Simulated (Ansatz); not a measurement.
GeI2 (SMILES [I][Ge][I]), singlet, at a GFN2-xTB geometry (core potentials on I), atoms displaced at random by about 0.05 Å a coordinate; B3LYP/def2-SVP in Ansatz (an electronic-structure program).

Ansatz was given this input:
Ansatz 0.2 input:
```yaml
crystal:
  periodic: [false, false, false]
  atoms:
    - {symbol: Ge, position_ang: [-0.05844117, -0.08523745, 1.20246249]}
    - {symbol: I, position_ang: [0.99647835, -1.68909423, -0.36371894]}
    - {symbol: I, position_ang: [-0.97907004, 1.81995182, -0.34879880]}
basis:
  gaussian:
    orbitals: def2-SVP
hamiltonian:
  xc: b3lyp
relax: {f_tol: 0.002}
```

Output, abridged:

```
Functional definition: B3LYP
1082 factors; integrals over basis functions are off by at most 2.4e-4 eV
mean field evaluation 1: about -72720.5545 eV, gradient 1.7e1 eV
mean field evaluation 2: about -72718.0385 eV, gradient 3.3e1 eV
mean field evaluation 4: about -72721.2786 eV, gradient 9.9e-1 eV
mean field evaluation 8: about -72721.2915 eV, gradient 3.1e-2 eV
mean field evaluation 16: about -72721.2915 eV, gradient 3.4e-5 eV
mean field -72721.29151526 eV, -2672.4581709238 hartree, gradient 3.4e-5 eV, S^2 0.000000; 0 other end points of the search recorded, 0 dependent functions left out
the calculation of the forces begins
reference -72721.29172513 eV, -2672.4581786367 hartree; 41, 41 occupied and 43, 43 virtual orbitals, 1082 factors
relax step   1: F+E_penalty+E_count = -72721.29151526 eV  Δ(F+E_penalty+E_count) = +0.000e0 eV  max|allowed force component| = 8.635e-1 eV/Å  Δτ_max = 0.0000 Å  (28 SCF iters, accepted)
these checks for a lower state are left out or cut short: starts, cluster_reference, orbital_swaps, neighbouring_geometries, increment
1082 factors; integrals over basis functions are off by at most 2.3e-4 eV
mean field -72721.34213854 eV, -2672.4600312951 hartree, gradient 9.0e-6 eV, S^2 0.000000; 0 other end points of the search recorded, 0 dependent functions left out
the calculation of the forces begins
reference -72721.34235077 eV, -2672.4600390945 hartree; 41, 41 occupied and 43, 43 virtual orbitals, 1082 factors
relax step   2: F+E_penalty+E_count = -72721.34213854 eV  Δ(F+E_penalty+E_count) = -5.062e-2 eV  max|allowed force component| = 3.828e-1 eV/Å  Δτ_max = 0.0992 Å  (33 SCF iters, accepted)
these checks for a lower state are left out or cut short: starts, cluster_reference, orbital_swaps, neighbouring_geometries, increment
1082 factors; integrals over basis functions are off by at most 2.3e-4 eV
mean field evaluation 32: about -72721.3568 eV, gradient 1.1e-5 eV
mean field -72721.35679492 eV, -2672.4605699074 hartree, gradient 1.1e-5 eV, S^2 0.000000; 0 other end points of the search recorded, 0 dependent functions left out
the calculation of the forces begins
reference -72721.35700597 eV, -2672.4605776632 hartree; 41, 41 occupied and 43, 43 virtual orbitals, 1082 factors
relax step   3: F+E_penalty+E_count = -72721.35679492 eV  Δ(F+E_penalty+E_count) = -1.466e-2 eV  max|allowed force component| = 9.771e-3 eV/Å  Δτ_max = 0.0384 Å  (33 SCF iters, accepted)
these checks for a lower state are left out or cut short: starts, cluster_reference, orbital_swaps, neighbouring_geometries, increment
1082 factors; integrals over basis functions are off by at most 2.3e-4 eV
mean field -72721.35669949 eV, -2672.4605664002 hartree, gradient 2.8e-5 eV, S^2 0.000000; 0 other end points of the search recorded, 0 dependent functions left out
the calculation of the forces begins
reference -72721.35691063 eV, -2672.4605741596 hartree; 41, 41 occupied and 43, 43 virtual orbitals, 1082 factors
relax step   4: F+E_penalty+E_count = -72721.35669949 eV  Δ(F+E_penalty+E_count) = +9.544e-5 eV  max|allowed force component| = 1.978e-2 eV/Å  Δτ_max = 0.0075 Å  (25 SCF iters, rejected (line search))
these checks for a lower state are left out or cut short: starts, cluster_reference, orbital_swaps, neighbouring_geometries, increment
1082 factors; integrals over basis functions are off by at most 2.3e-4 eV
mean field -72721.35680645 eV, -2672.4605703309 hartree, gradient 1.2e-5 eV, S^2 0.000000; 0 other end points of the search recorded, 0 dependent functions left out
the calculation of the forces begins
reference -72721.35701751 eV, -2672.4605780872 hartree; 41, 41 occupied and 43, 43 virtual orbitals, 1082 factors
relax step   5: F+E_penalty+E_count = -72721.35680645 eV  Δ(F+E_penalty+E_count) = -1.152e-5 eV  max|allowed force component| = 2.395e-4 eV/Å  Δτ_max = 0.0017 Å  (25 SCF iters, accepted)
1082 factors; integrals over basis functions are off by at most 2.3e-4 eV
mean field -72721.35680645 eV, -2672.4605703309 hartree, gradient 1.2e-5 eV, S^2 0.000000; 1 other end points of the search recorded, 0 dependent functions left out
the calculation of the forces begins
reference -72721.35701751 eV, -2672.4605780872 hartree; 41, 41 occupied and 43, 43 virtual orbitals, 1082 factors
Total energy: -72721.35701751 eV, -2672.4605780872 hartree
Atom 0 at    -0.084992    -0.041845     1.224411 Å, force    -0.000142     0.000211     0.000239 eV/Å
Atom 1 at     1.024890    -1.734111    -0.395383 Å, force     0.000143    -0.000215    -0.000222 eV/Å
Atom 2 at    -0.980931     1.821576    -0.339083 Å, force    -0.000000     0.000004    -0.000018 eV/Å
Dipole moment:    -0.022162    -0.017788     0.330090 e Å
```
